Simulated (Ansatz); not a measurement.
`[SiH3]I` → HI + `[SiH2]`  (silylene loss)

Program: Ansatz. Geometries: PBE0-D4/def2-TZVP. ΔE: electronic, gas phase. CBS: MP2 limit from def2 TZ/QZ plus the TZ coupled-cluster correction, frozen cores. This one scheme is used for every species. DFT in def2-TZVPP. B3LYP here is the variant with VWN-RPA as its local correlation; programs differ in this. def2 core potentials past Kr. For I outer-core shells are correlated without core-valence functions, which leaves a few kJ/mol of doubt a bond.

`[SiH3]I`:

```xyz
5

Si   -0.083    0.037   -0.186
I     0.896   -0.400    2.005
H    -1.367    0.749    0.009
H    -0.307   -1.259   -0.866
H     0.860    0.873   -0.962
```

HI:

```xyz
2

I     0.736    0.310    0.102
H    -0.736   -0.310   -0.102
```

`[SiH2]`:

Z-matrix (Å, degrees):
```
Si
H 1 1.525
H 1 1.525 2 91.2
```

CCSD(T)/CBS gives +76.8 kcal/mol.

(1) Another level gave +78.1 kcal/mol. Which?
A. PBE-D4/def2-TZVPP
B. revPBE-D4/def2-TZVPP
C. B3LYP/def2-TZVPP
D. PBE0/def2-TZVPP

Largest T1 diagnostic among the species: 0.014.

Answers

(1) D. PBE0 78.1, revPBE-D4 74.8, PBE-D4 76.6, B3LYP 72.2 kcal/mol.

From BLYP to BHLYP (50 % exact exchange), in def2-TZVPP and without D4, ΔE moves by +7.0 kcal/mol. The D4 term adds +2.3 kcal/mol with B3LYP and +1.2 kcal/mol with PBE0; it sums over pairs of atoms, weighted by their polarisabilities, and B3LYP, whose exchange is more repulsive, gets the larger term.
